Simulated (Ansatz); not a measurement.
Harmonic frequencies (cm⁻¹) at PBE0-D4/def2-TZVP from Ansatz: 70, 103, 176, 245, 276, 327, 354, 425, 470, 603, 605, 690, 715, 789, 806, 857, 910, 961, 976, 1020, 1025, 1066, 2208, 2218, 3729, 3731, 3905.

Each molecule was computed in one conformer, which needn't be the lowest.

(1) Which molecule is it?
A. `[CH3][SbH][S][AlH2]`
B. `CSC1O[SiH2]1`
C. `O[Si]1(Cl)N[SiH2]N1`
D. `C=NC(=N)OC`

## Answers

(1) C.
